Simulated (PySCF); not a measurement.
**Calculated NMR parameters of O=C(CC(F)F)N[SiH3]**

- Formula: C3H7F2NOSi
- SMILES: O=C(CC(F)F)N[SiH3]
- Point group of the computed structure: C1
- Degrees of unsaturation: 1
- Carbon signals: 3
- Proton signals: 4

Atom-mapped SMILES (the numbers label the heavy atoms): `[O:1]=[C:2]([CH2:3][CH:4]([F:5])[F:6])[NH:7][SiH3:8]` (H(Xn): hydrogen on atom n).

- σ from GIAO-PBE0/pcSseg-1
- coordinates at the GFN2-xTB level
- code: PySCF
- non-relativistic, one conformer, no solvent, averaged over atoms made equivalent by symmetry, fast rotation or ring inversion

Scale: TMS for $^{1}$H (31.72 ppm), $^{13}$C (186.93 ppm), $^{29}$Si (349.16 ppm); $^{19}$F (170.95 ppm) against CFCl3; $^{15}$N (267.73 ppm) against NH3; $^{17}$O (336.08 ppm) vs H2O (reference shieldings calculated alike).

```tsv
carbon	δC, type	δH (multiplicity)	HMBC from (2–3 bonds)	span of the C tensor (ppm)
C2	176.1, C	–	H(C4), H(Si8), H(C3)	169
C3	44.6, CH2	2.67 (m)	H(C4)	43
C4	122.7, CH	6.95 (m)	H(C3)	32
```

Other nuclei:
```csv
atoms,nucleus,environment,δ (ppm),σ (ppm)
H(N7),$^{1}$H,hydrogen on an amide-type nitrogen,4.59,27.12
H(Si8),$^{1}$H,hydrogen on a silicon bonded to N,4.57,27.14
F5/F6,$^{19}$F,fluorine of a CF2 group,-138.1,309.0
Si8,$^{29}$Si,"silicon bonded to N, 3 H",-67.1,416.2
N7,$^{15}$N,amide-type nitrogen,120.8,146.9
O1,$^{17}$O,amide-type carbonyl oxygen,428.7,-92.7
```

1. Carbon types of the structure: 1 × C, 1 × CH, 1 × CH2, leaving 4 H on heteroatoms.
2. δC 176.1: amide carbonyl carbon; it is a carbonyl in resonance with an O or N lone pair, the region of acids, esters and amides.
3. δC 122.7: sp3 CH bonded to 2 F; 2 electronegative neighbours deshield it.
4. δH 6.95: hydrogen on an sp3 CH bonded to 2 F; its carbon carries F, which withdraws density.
5. δH 4.59: hydrogen on an amide-type nitrogen; labile proton, position sensitive to the medium.
6. δH 2.67: hydrogen on an sp3 CH2 α to a carbonyl; α to C=O.

OH/NH shifts are gas-phase values; hydrogen bonding in solution moves them, usually downfield. Splittings by $^{19}$F in the carbon and heteronuclear signals aren't shown, as no couplings were computed. Shifts are as computed. Against solution values, carbons near 30 ppm lie about +3 ppm off and those near 130 ppm about +5 ppm. Of 1211 compounds with measured shifts, 218 miss one by over three times the rms of a fit or turn the order of signals round; such compounds aren't used in these exercises. Hydrogen bonding in solution shields acid and N–H amide carbonyl oxygens by tens of ppm. The C=O carbon of an acid or of an amide with N–H lies up to 10 ppm further downfield in solution, through hydrogen bonding that the calculation lacks. Unscaled 19F shifts against computed CFCl3 carry errors that often reach 10 to 50 ppm. Unscaled 17O shifts of doubly bonded oxygen tend to come out too high, by tens of ppm or more. Experimental scales use liquid or dissolved standards, which lie at an offset from isolated NH3 (liquid NH3: subtract about 20 ppm) and H2O (liquid H2O: subtract about 36 ppm). No couplings were computed; multiplicities are counted from neighbouring protons, with m where these are inequivalent, close in shift, in a saturated or five-membered ring or joined by F or P, and br s for small geminal =CH2 splittings.
